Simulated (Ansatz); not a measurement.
Isolated molecules relaxed with PBE0-D4/def2-TZVP in Ansatz; ΔE leaves out vibrations. CBS: MP2 limit from def2 TZ/QZ plus the TZ coupled-cluster correction, frozen cores. This one scheme is used for every species. One conformer a species, not always the lowest.

`N=[C](O)[AlH][SH]` + CH₃OH → `COC(=N)O` + `[AlH2][SH]`  (substitution at a C–Al bond)

```tsv
species	CCSD(T)/CBS(def2) energy (Eh)
`N=[C](O)[AlH][SH]`	-810.14900
CH₃OH	-115.61712
`COC(=N)O`	-284.14613
`[AlH2][SH]`	-641.61836
```

(1) Work out ΔE.

Largest T1 diagnostic among the species: 0.014.

Answers

(1) ΔE = (-284.14613) + (-641.61836) − (-810.14900) − (-115.61712) = 0.00163 Eh = +1.0 kcal/mol.

From PBE to PBE0 (25 % exact exchange), in def2-TZVPP and without D4, ΔE moves by −1.7 kcal/mol. In def2-TZVPP, CCSD(T) changes the Hartree–Fock value by +5.0 kcal/mol (the triples alone add +0.5 kcal/mol) and MP2 by +5.2 kcal/mol.
